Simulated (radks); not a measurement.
Question: All-electron atom: Ga III in [Ar] 3d10 4s1. All-electron calculation, Dirac Kohn-Sham, PBE, spin-unpolarised, spherical densities, point nucleus. Program: a radial shooting solver on a logarithmic mesh with Libxc functionals.

Spin-orbit splittings of the eigenvalues, e(l+1/2) - e(l-1/2), with zeta = 2 splitting/(2l+1) and mean radii in bohr:

| shell | occ. | splitting (eV) | zeta (eV) | <r> j=l-1/2 | <r> j=l+1/2 |
|---|---|---|---|---|---|
| 2p | 6 | ? | ? | 0.1883 | 0.1918 |
| 3p | 6 | 3.623 | 2.415 | 0.6719 | 0.6826 |
| 3d | 10 | 0.4660 | 0.1864 | 0.7946 | 0.8004 |
| 4p | 0 | 0.2378 | 0.1585 | 2.498 | 2.528 |

Estimate the 2p splitting.

Answer: 27.66 eV (zeta = 18.44 eV).
